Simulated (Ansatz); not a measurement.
Cartesian coordinates in Å:
```
C -1.4956 -0.9685 -1.4153
In -0.2467 0.3101 -0.2169
C -0.6353 1.5296 1.5206
N 1.4265 -1.2213 0.4920
O 1.4002 0.9292 -1.2829
H -1.9591 -1.7520 -0.8125
H -2.2915 -0.3942 -1.8926
H -0.8925 -1.4310 -2.1985
H -1.1920 0.9726 2.2767
H -1.2240 2.4081 1.2491
H 0.3051 1.8711 1.9574
H 1.7421 -1.1972 1.4533
H 2.1046 -0.7340 -0.0967
H 1.3583 -2.1871 0.1967
H 1.5998 1.8644 -1.2304
```

Total charge 0; spin multiplicity 1. In: def2 effective core potential.

List the ωB97M-V/def2-TZVPP orbital energies in eV (Ansatz 0.2.0). (An estimate is asked.)

The calculation gave: Occupied: -524.06, -395.47, -280.57, -280.47, -129.85, -86.28, -86.08, -86.02, -28.21, -27.87, -23.04, -22.82, -22.68, -22.63, -22.59, -20.93, -20.84, -16.93, -16.90, -14.43, -13.23, -13.12, -13.00, -12.93, -12.74, -11.13, -9.97, -9.65, -8.92. Lowest empty: 1.24, 1.56, 1.62, 1.93, 3.57, 4.03, 4.10, 4.48.
